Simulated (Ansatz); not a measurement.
`C[O][Al]([O]C)[O]C` + `NC1CO1` → `C[O][Al]([NH2])[O]C` + `COC1CO1`  (formal exchange of groups at the Al–O bond)

Calculated with Ansatz (gas phase, PBE0-D4/def2-TZVP geometries, no zero-point term in ΔE). CCSD(T)/CBS adds triple-zeta CCSD(T) − MP2 to the extrapolated MP2 energy (def2 sets, frozen cores). DFT in def2-TZVPP. One conformer a species, not always the lowest.

Task: Is it downhill or uphill in electronic energy at CCSD(T)/CBS, and by how much? (An estimate is asked.)

Result: The calculation gave: Uphill: ΔE = +10.3 kcal/mol.

Task: What do these levels give: ωB97X-V, ωB97M-V, B2PLYP, PBE, PBE0, HF/def2-TZVPP, MP2/def2-TZVPP, CCSD/def2-TZVPP, HF/def2-QZVPP, HF/CBS(def2), MP2/CBS(def2), CCSD/CBS(def2)? (Best estimate.)

Result: Ansatz gave: ωB97X-V 9.9, ωB97M-V 9.9, B2PLYP 10.8, PBE 10.0, PBE0 10.1, HF/def2-TZVPP 10.8, MP2/def2-TZVPP 10.9, CCSD/def2-TZVPP 10.5, HF/def2-QZVPP 10.7, HF/CBS(def2) 10.7, MP2/CBS(def2) 10.8, CCSD/CBS(def2) 10.4 kcal/mol.

Largest T1 diagnostic among the species: 0.012.
